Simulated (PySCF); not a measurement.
5H-1,4-dioxepine (C5H6O2), SMILES C1=COC=COC1. Atoms are numbered in the order given.

```xyz
13

C     -1.5309     0.1238    -0.0585
C     -0.8963     1.2934    -0.2204
O      0.4270     1.5468    -0.3284
C      1.4049     0.6081    -0.1602
C      1.3448    -0.6724     0.2448
O      0.2978    -1.4466     0.6030
C     -0.9650    -1.2641    -0.0237
H     -2.6215     0.1879    -0.0101
H     -1.4559     2.2293    -0.2887
H      2.3830     1.0331    -0.3874
H      2.2982    -1.2018     0.3332
H     -1.6537    -1.9261     0.5214
H     -0.8933    -1.6568    -1.0569
```
Charge 0, spin multiplicity 1.

Geometry: B3LYP-D3(BJ)/def2-SVP. One conformer was computed; it need not be the lowest.

Calculation: PBE/def2-TZVP (PySCF).

ESP charges are fitted to the potential on shells at 1.4 to 2.0 van der Waals radii. Atomic charges (e):

```tsv
atom	Löwdin	ESP fit	meta-Löwdin	Mulliken
C1	?	-0.21	-0.24	-0.23
C2	?	-0.01	0.06	0.00
O3	0.32	-0.13	-0.25	-0.17
C4	-0.31	-0.09	-0.03	-0.04
C5	-0.33	0.01	0.00	-0.05
O6	?	-0.25	-0.31	-0.20
C7	-0.31	0.11	-0.02	-0.01
H8	0.16	0.10	0.13	0.11
H9	?	0.12	0.13	0.12
H10	0.15	0.11	0.14	0.12
H11	?	0.09	0.13	0.11
H12	?	0.08	0.13	0.12
H13	?	0.06	0.12	0.11
```

Some entries are withheld; supply them. (An estimate is asked for; the answer gives what the named calculation found.)


- C1, Löwdin: -0.23
- C2, Löwdin: -0.28
- O6, Löwdin: 0.26
- H9, Löwdin: 0.14
- H11, Löwdin: 0.15
- H12, Löwdin: 0.14
- H13, Löwdin: 0.14

Computed Mayer and Wiberg (Löwdin basis) orders of the bonds:
```csv
bond,Mayer,Wiberg
C1–C2,1.80,2.01
C2–O3,1.13,1.61
O3–C4,1.06,1.55
C4–C5,1.75,2.02
C5–O6,1.16,1.65
C1–C7,1.00,1.27
O6–C7,0.99,1.42
C1–H8,0.92,0.81
C2–H9,0.96,0.84
C4–H10,0.95,0.84
C5–H11,0.95,0.84
C7–H12,0.95,0.86
C7–H13,0.94,0.85
```
